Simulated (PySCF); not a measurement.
Cd(I)(OMe) (CH3CdIO), SMILES C[O][Cd][I].

Coordinates come from a r2SCAN-D4/def2-SVP optimisation. The structure was generated by enumeration; whether it is a known compound was not checked. The def2 effective core potentials stand for the cores of Cd, I; spin–orbit coupling is left out. The values are those of a single conformer.

Calculation: PySCF with PBE/def2-TZVP.

- total energy = -580.55587 hartree
- point group = Cs
- highest occupied level = -5.90 eV
- lowest empty level = -2.82 eV
- orbital gap = 3.08 eV
- dipole moment = 1.08 D
- quadrupole, principal values (traceless, Buckingham form, about the centre of nuclear charge) = -7.04, 1.97, 5.08 D·Å
- mean static polarisability = 85.7 bohr³ (12.70 Å³)
- polarisability, principal values = 59.7, 60.5, 136.9 bohr³
